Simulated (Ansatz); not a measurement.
Hf2Si was relaxed with r2SCAN-D4 (def2-TZVP) in Ansatz in these states: neutral quintet, neutral triplet. The geometries follow in no particular order.

In the def2 sets Hf takes a core potential; there is no spin–orbit coupling.

A:

```xyz
3

Hf    1.033    0.327    1.066
Hf   -0.291    0.888   -1.172
Si   -0.742   -1.215    0.107
```

B:

```xyz
3

Hf   -0.0529   -1.4452   -0.2983
Hf    1.2431    0.7882   -0.1190
Si   -1.1901    0.6571    0.4173
```

**Question.** Judge from the bond lengths which geometry belongs to which state (an estimate).

**Answer.** A is the neutral quintet (Hf1–Hf2 2.660 Å, Hf1–Si3 2.538 Å, Hf2–Si3 2.502 Å); B is the neutral triplet (Hf1–Hf2 2.588 Å, Hf1–Si3 2.495 Å, Hf2–Si3 2.495 Å).

At PBE0-D4/def2-TZVP a triplet lies 0.81 eV below the neutral quintet. These are the stationary points nearest to one start from a short search; other shapes may lie lower in each state.
